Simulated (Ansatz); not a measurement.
sulfur tetrafluoride (F4S), SMILES FS(F)(F)F.

Geometry optimised at TPSSh-D3(BJ)/def2-SVP.

Two levels are set side by side: PBE/def2-SVPD (Ansatz, a program for electronic structure) and CAM-B3LYP/def2-SVPD (Ansatz). Energy differences of separate SCF runs at the same geometry; the states with an electron removed or added have multiplicity 2 and 2. Differences are taken from unrounded values.

| quantity | PBE |
|---|---|
| vertical ionisation energy (eV) | 12.58 |
| vertical electron affinity (eV) | 0.17 |
| vertical singlet–triplet gap (eV) | 4.65 |

**Question.** These are the PBE values. What does CAM-B3LYP give? (The exact figures need the calculation; the answer reports its results.)

**Answer.** 
| quantity | CAM-B3LYP | PBE minus CAM-B3LYP |
|---|---|---|
| vertical ionisation energy (eV) | 13.19 | -0.61 |
| vertical electron affinity (eV) | 0.40 | -0.23 |
| vertical singlet–triplet gap (eV) | 4.80 | -0.15 |
